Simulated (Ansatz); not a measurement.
Geometry optimisation, UKS BHLYP/def2-SVP in Ansatz 0.2.0.

Input:

```yaml
crystal:
  periodic: [false, false, false]
  atoms:
    - { symbol: B, position_ang: [-0.05717, -1.173181, -0.839137] }
    - { symbol: Si, position_ang: [0.424969, 0.737587, -0.936067] }
    - { symbol: H, position_ang: [-1.18328, -1.543126, -1.017154] }
    - { symbol: H, position_ang: [0.785118, -2.014973, -0.700451] }
    - { symbol: H, position_ang: [0.295487, 0.682908, 1.788295] }
    - { symbol: Se, position_ang: [-0.305823, -0.525601, 2.42016] }
    - { symbol: H, position_ang: [1.650557, 1.086058, -0.168026] }
    - { symbol: H, position_ang: [-0.655874, 1.649031, -0.475906] }
    - { symbol: H, position_ang: [0.701546, 1.082805, -2.360892] }
    - { symbol: H, position_ang: [-1.655629, 0.018391, 2.28898] }
magnetization:
  spin_polarized: true
basis:
  gaussian: { orbitals: def2-SVP }
hamiltonian:
  xc: { name: BHLYP }
relax:
  f_tol: 0.03
  max_steps: 50
```

Command:

```bash
$ ansatz run input.yaml --threads 4 --pin off --max-ram 5120MiB --backend cpu --events-out ev --progress --plain --runs-dir out
```

Where does it end, and by what steps?

The run converged. After 11 steps the energy has fallen by 0.505 eV; H5 moved furthest, 0.93 Å. Joined: B1–Se6 (3.33 → 2.16 Å).

| step | energy less start (eV) | largest force component (eV/Å) | accepted |
| --- | --- | --- | --- |
| 0 | 0.0000 | 0.661 | yes |
| 1 | -0.0734 | 0.390 | yes |
| 2 | -0.1078 | 0.666 | yes |
| 3 | -0.2167 | 0.627 | yes |
| 4 | -0.3344 | 0.744 | yes |
| 5 | -0.4311 | 0.593 | yes |
| 6 | -0.4383 | 0.391 | yes |
| 7 | -0.4884 | 0.158 | yes |
| 8 | -0.5014 | 0.090 | yes |
| 9 | -0.5036 | 0.062 | yes |
| 10 | -0.5039 | 0.127 | yes |
| 11 | -0.5045 | 0.004 | yes |

```xyz
10
Properties=species:S:1:pos:R:3
B -0.094 -1.003 -0.322
Si 0.363 0.831 -1.015
H -1.139 -1.472 -0.706
H 0.813 -1.800 -0.280
H 0.577 -0.049 2.290
Se -0.536 -0.860 1.791
H 1.555 1.418 -0.330
H -0.739 1.814 -0.790
H 0.657 0.842 -2.474
H -1.457 0.279 1.835
```

Whether the end is a true minimum wasn't checked by a vibrational analysis.

Run time: 44 s on 4 threads of Arm Neoverse N1, with other jobs on the host, peak memory 0.3 GiB.
